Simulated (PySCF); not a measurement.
C2H3O2 (SMILES [CH2]OC=O), doublet, at a GFN2-xTB geometry. Base run: CCSD(T)/3-21G (PySCF).

Here is a job for PySCF.
```python
from pyscf import gto, scf, cc

mol = gto.Mole()
mol.atom = '''
    C    -1.387308   -0.350689   -0.274487
    O    -0.183461   -0.826116    0.051808
    C     0.857811    0.008860    0.193223
    O     0.823262    1.201804    0.050604
    H    -1.524642    0.704611   -0.424825
    H    -2.163407   -1.081616   -0.367619
    H     1.746626   -0.577525    0.460726
'''
mol.basis = '3-21g'
mol.charge = 0
mol.spin = 1
mol.verbose = 3
mol.build()

mf = scf.UHF(mol)
mf.kernel()

mycc = cc.CCSD(mf)
mycc.kernel()
et = mycc.ccsd_t()
print('E(CCSD(T)) = %.10f' % (mycc.e_tot + et))
```

The base run was repeated with changes; each row names its change, and settings that it needs were set with it.

```csv
change,ΔE vs base (kcal/mol),MP2 correlation (Eh),CC correlation without the perturbative part (Eh),basis functions,core-seconds (rough)
base,0.000,-0.40587,-0.42313,42,10
cc.conv_tol = 1e-5,0.000,-0.40587,-0.42313,42,10
method = ccsd,(withheld),-0.40587,-0.42313,42,10
cart = on,0.000,-0.40587,-0.42313,42,20
cc.diis_space = 3,0.000,-0.40587,-0.42313,42,20
density fitting = JK and correlation,0.252,-0.40579,-0.42311,42,20
frozen = 3,(withheld),(withheld),(withheld),42,8
frozen = 4,(withheld),(withheld),(withheld),42,7
cc.conv_tol = 1e-9,0.000,-0.40587,-0.42313,42,20
cc.direct = True,0.000,-0.40587,-0.42313,42,10
```

**Question.** Complete the blanks.

**Answer.** 
- method = ccsd, ΔE vs base (kcal/mol): 8.47
- frozen = 3, ΔE vs base (kcal/mol): 3.15
- frozen = 3, MP2 correlation (Eh): -0.40050
- frozen = 3, CC correlation without the perturbative part (Eh): -0.41819
- frozen = 4, ΔE vs base (kcal/mol): 4.12
- frozen = 4, MP2 correlation (Eh): -0.39889
- frozen = 4, CC correlation without the perturbative part (Eh): -0.41666

Open shells are given as the SCF converged; they aren't shown to be the lowest states, and a large step between rows can be another state.
